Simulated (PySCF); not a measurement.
AlF4 (SMILES [F][Al-]([F])([F])[F]), charge -1, singlet, at a GFN2-xTB geometry (such geometries of metal compounds can be far from the true shape); DF-R2SCAN/aug-cc-pVDZ (PySCF).

Here is a job for PySCF.
```python
from pyscf import gto, scf, dft
import numpy

mol = gto.M(
    atom='''
Al   -0.000000    0.000000   -0.000000
F     1.586799   -0.299633   -0.476104
F     0.000013    0.796178    1.483404
F    -0.759757    0.962559   -1.153531
F    -0.827055   -1.459103    0.146232
''',
    basis='aug-cc-pvdz',
    charge=-1,
    spin=0,
    verbose=4,
)
print('smallest overlap eigenvalue', numpy.linalg.eigvalsh(mol.intor('int1e_ovlp'))[0])

mf = dft.RKS(mol)
mf.xc = 'r2scan'
mf = mf.density_fit(auxbasis='def2-universal-jkfit')
mf = scf.addons.remove_linear_dep_(mf, threshold=1e-6, lindep=1e-6)
mf.kernel()
mf.analyze()
```

Output, abridged:

```
PySCF version 2.14.0

[INPUT] verbose = 4
[INPUT] num. atoms = 5
[INPUT] num. electrons = 50
[INPUT] charge = -1
[INPUT] spin (= nelec alpha-beta = 2S) = 0
[INPUT] symmetry False subgroup None
[INPUT] Mole.unit = angstrom
[INPUT] Symbol           X                Y                Z      unit          X                Y                Z       unit  Magmom
[INPUT]  1 Al     0.000000000000   0.000000000000   0.000000000000 AA    0.000000000000   0.000000000000   0.000000000000 Bohr   0.0
[INPUT]  2 F      1.586799000000  -0.299633000000  -0.476104000000 AA    2.998615524734  -0.566224307882  -0.899706166810 Bohr   0.0
[INPUT]  3 F      0.000013000000   0.796178000000   1.483404000000 AA    0.000024566440   1.504558366404   2.803227292084 Bohr   0.0
[INPUT]  4 F     -0.759757000000   0.962559000000  -1.153531000000 AA   -1.435732651221   1.818972888735  -2.179857666196 Bohr   0.0
[INPUT]  5 F     -0.827055000000  -1.459103000000   0.146232000000 AA   -1.562907439952  -2.757305057531   0.276338430647 Bohr   0.0

nuclear repulsion = 240.647284883188
number of shells = 40
number of NR pGTOs = 190
number of NR cGTOs = 119
basis = aug-cc-pvdz
ecp = {}
input.py:22: DeprecationWarning: remove_linear_dep_ is deprecated and will be removed in a future release. Linear dependency handling is now built into the SCF procedure by default. Linear dependency removal can be controlled using the following settings:
  pyscf.scf.hf.remove_overlap_zero_eigenvalue = True
  pyscf.scf.hf.overlap_zero_eigenvalue_threshold = 1e-6

  mf = scf.addons.remove_linear_dep_(mf, threshold=1e-6, lindep=1e-6)
smallest overlap eigenvalue 0.000724554830664031

******** <class 'pyscf.df.df_jk.DFRKS'> ********
method = DFRKS
initial guess = minao
damping factor = 0
level_shift factor = 0
DIIS = <class 'pyscf.scf.diis.CDIIS'>
diis_start_cycle = 1
diis_space = 8
diis_damp = 0
SCF conv_tol = 1e-09
SCF conv_tol_grad = None
SCF max_cycles = 50
direct_scf = False
XC library pyscf.dft.libxc version 7.1.2
    S. Lehtola, C. Steigemann, M. J. T. Oliveira, and M. A. L. Marques,  SoftwareX 7, 1–5 (2018)
XC functionals = r2scan
    J. W. Furness, A. D. Kaplan, J. Ning, J. P. Perdew, and J. Sun,  J. Phys. Chem. Lett. 11, 8208–8215 (2020)
    J. W. Furness, A. D. Kaplan, J. Ning, J. P. Perdew, and J. Sun,  J. Phys. Chem. Lett. 11, 9248–9248 (2020)
    J. W. Furness, A. D. Kaplan, J. Ning, J. P. Perdew, and J. Sun,  J. Phys. Chem. Lett. 11, 8208–8215 (2020)
    J. W. Furness, A. D. Kaplan, J. Ning, J. P. Perdew, and J. Sun,  J. Phys. Chem. Lett. 11, 9248–9248 (2020)
radial grids:
    Treutler-Ahlrichs [JCP 102, 346 (1995); DOI:10.1063/1.469408] (M4) radial grids

becke partition: Becke, JCP 88, 2547 (1988); DOI:10.1063/1.454033
pruning grids: <function nwchem_prune>
grids dens level: 3
symmetrized grids: False
atomic radii adjust function: <function treutler_atomic_radii_adjust>
small_rho_cutoff = 0
Set gradient conv threshold to 3.16228e-05
Initial guess from minao.
tot grids = 76232
init E= -641.984109206852
  HOMO = -0.48646055570779  LUMO = -0.054848163978674  gap/eV = 11.74477
cycle= 1 E= -641.85767599234  delta_E= 0.126  |g|= 1.13  |ddm|=  1.7
  HOMO = 0.0170551648757257  LUMO = 0.137681239778576  gap/eV = 3.28240
cycle= 2 E= -641.399884711353  delta_E= 0.458  |g|= 2.04  |ddm|= 1.88
  HOMO = -0.142610889450201  LUMO = 0.131319526311195  gap/eV = 7.45403
cycle= 3 E= -642.070012374275  delta_E= -0.67  |g|= 0.0223  |ddm|= 1.18
  HOMO = -0.14081063075031  LUMO = 0.132100840881679  gap/eV = 7.42630
cycle= 4 E= -642.070119423458  delta_E= -0.000107  |g|= 0.00815  |ddm|= 0.0525
  HOMO = -0.140802695307823  LUMO = 0.132135986329183  gap/eV = 7.42704
cycle= 5 E= -642.070129416954  delta_E= -9.99e-06  |g|= 0.00206  |ddm|= 0.00571
  HOMO = -0.141206579772361  LUMO = 0.132112077538992  gap/eV = 7.43738
cycle= 6 E= -642.070130067193  delta_E= -6.5e-07  |g|= 0.000181  |ddm|= 0.00114
  HOMO = -0.141220328025147  LUMO = 0.132110835357737  gap/eV = 7.43772
cycle= 7 E= -642.070130070636  delta_E= -3.44e-09  |g|= 0.000114  |ddm|= 0.000237
  HOMO = -0.141223034538313  LUMO = 0.13211068755515  gap/eV = 7.43779
cycle= 8 E= -642.070130072733  delta_E= -2.1e-09  |g|= 7.27e-06  |ddm|= 6.57e-05
  HOMO = -0.141223885555093  LUMO = 0.132110597349981  gap/eV = 7.43781
cycle= 9 E= -642.070130072743  delta_E= -1.02e-11  |g|= 5.25e-07  |ddm|= 6.6e-06
  HOMO = -0.141223658648811  LUMO = 0.132110616924508  gap/eV = 7.43780
Extra cycle  E= -642.070130072744  delta_E= -6.82e-13  |g|= 6.8e-07  |ddm|= 7.07e-07
converged SCF energy = -642.070130072744
**** SCF Summaries ****
Total Energy =                        -642.070130072744178
Nuclear Repulsion Energy =             240.647284883187979
One-electron Energy =                -1387.155319141761311
Two-electron Energy =                  504.437904185829154
Two-electron Coulomb Energy =          565.255444451932135
DFT Exchange-Correlation Energy =      -60.817540266102988
HOMO-LUMO gap [eV] =                     7.437804485122633
**** MO energy ****
MO #1   energy= -55.6016247796701  occ= 2
MO #2   energy= -24.2719940492476  occ= 2
MO #3   energy= -24.271974158739   occ= 2
MO #4   energy= -24.2719685183463  occ= 2
MO #5   energy= -24.2719456404468  occ= 2
MO #6   energy= -3.89284144568172  occ= 2
MO #7   energy= -2.43094745505653  occ= 2
MO #8   energy= -2.43094659281606  occ= 2
MO #9   energy= -2.43094286203684  occ= 2
MO #10  energy= -0.914970822309805 occ= 2
MO #11  energy= -0.899142672250672 occ= 2
MO #12  energy= -0.899132842897886 occ= 2
MO #13  energy= -0.89912044194901  occ= 2
MO #14  energy= -0.250208077227289 occ= 2
MO #15  energy= -0.203985041170774 occ= 2
MO #16  energy= -0.203979758044244 occ= 2
MO #17  energy= -0.203969041750554 occ= 2
MO #18  energy= -0.169340616681561 occ= 2
MO #19  energy= -0.16933999726615  occ= 2
MO #20  energy= -0.164177043592734 occ= 2
MO #21  energy= -0.164173990313432 occ= 2
MO #22  energy= -0.164169047700463 occ= 2
MO #23  energy= -0.141229335069535 occ= 2
MO #24  energy= -0.14122799501028  occ= 2
MO #25  energy= -0.141223658648811 occ= 2
MO #26  energy= 0.132110616924508  occ= 0
MO #27  energy= 0.132111015682791  occ= 0
MO #28  energy= 0.132111206295255  occ= 0
MO #29  energy= 0.139471988973015  occ= 0
MO #30  energy= 0.246897992532976  occ= 0
MO #31  energy= 0.270772443974235  occ= 0
MO #32  energy= 0.27077666474198   occ= 0
MO #33  energy= 0.27125715417933   occ= 0
 ** Mulliken pop on meta-lowdin orthogonal AOs  **
 ** Mulliken pop  **
 ** Mulliken atomic charges  **
charge of    0Al =      1.47926
charge of    1F =     -0.61982
charge of    2F =     -0.61983
charge of    3F =     -0.61982
charge of    4F =     -0.61979

WARN: System has nonzero charge -1; the dipole moment is origin-dependent.
Location of origin: [0. 0. 0.]

Dipole moment(X, Y, Z, Debye): -0.00007, -0.00032, -0.00013
```
